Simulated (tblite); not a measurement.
Compound: 3,4-difluorobenzonitrile, C₇H₃F₂N.
SMILES with atom numbers: `[N:1]#[C:2][c:3]1[cH:4][cH:5][c:6]([F:7])[c:8]([F:9])[cH:10]1` (hydrogens: H11 on C4; H12 on C5; H13 on C10)

Computed values, GFN2-xTB/tblite, gas phase, harmonic and unscaled. Against measured fundamentals such values can be off by several per cent, at times by over 20.

Harmonic wavenumbers (cm⁻¹): 96.3, 131.1, 185.2, 256.7, 285.3, 374.0, 422.8, 429.4, 456.4, 513.1, 581.5, 600.7, 661.1, 677.4, 784.9, 836.3, 874.2, 913.2, 954.2, 1104.9, 1149.0, 1191.2, 1223.9, 1302.8, 1315.8, 1409.0, 1485.3, 1563.7, 1585.4, 2382.7, 3106.6, 3114.9, 3117.4.

A = 3017, B = 888.6, C = 686.4 MHz; mass 139.023 u (most abundant isotopes); point group Cs, symmetry number 1.

Task: Zero-point energy?

Result: Half the sum of the wavenumbers: 17543 cm⁻¹ = 50.16 kcal/mol.

Task: What is S at 273.15 K and 1 bar for an ideal gas of classical rigid rotors and harmonic oscillators?

Result: Translation 40.29, rotation 29.29, vibration 16.81: S = 86.4 cal/(mol K).

Task: And Cp and H(273.15 K) − H(0)?

Result: Cp = 30.12 cal/(mol K), of which vibrations give 22.17 (their classical limit is 33 R = 65.6); H(273.15 K) − H(0) = 4.92 kcal/mol without the zero-point energy, 2.75 from vibrations.

Task: Which modes carry the vibrational entropy at 273.15 K?

Result: 96.3 cm⁻¹: 3.36; 131.1 cm⁻¹: 2.76; 185.2 cm⁻¹: 2.11; 256.7 cm⁻¹: 1.53; 285.3 cm⁻¹: 1.35; 374.0 cm⁻¹: 0.93 cal/(mol K); the other 27 give 4.76 together.

Task: How do the functions run with temperature in this model?

Result: 
| T (K) | S (cal/(mol K)) | Cp (cal/(mol K)) | H − H(0) (kcal/mol) | G − H(0) (kcal/mol) | ln q(vib) |
| --- | --- | --- | --- | --- | --- |
| 50 | 56.9 | 10.1 | 0.43 | -2.42 | 0.09 |
| 100 | 65.2 | 14.4 | 1.04 | -5.48 | 0.58 |
| 298.15 | 89.1 | 32.2 | 5.70 | -20.87 | 3.86 |
| 373.15 | 96.9 | 37.7 | 8.32 | -27.85 | 5.30 |
| 500 | 109.1 | 45.3 | 13.62 | -40.93 | 7.77 |
| 750 | 129.5 | 54.9 | 26.26 | -70.85 | 12.48 |
| 1000 | 146.1 | 60.5 | 40.74 | -105.36 | 16.82 |

q(vib) and H(0) count from the zero-point level.

Task: Blend soft modes into free rotors: weight 1/[1 + (100 cm⁻¹/ν̃)⁴] for the oscillator and the rest for a rotor with moment μB/(μ + B), μ = h/(8π²ν), B = 10⁻⁴⁴ kg m². What vibrational entropy results?

Result: 16.47 cal/(mol K) in place of 16.81, which changes −T·S at 273.15 K by +0.09 kcal/mol.

Hindered rotation and anharmonicity are outside this model.
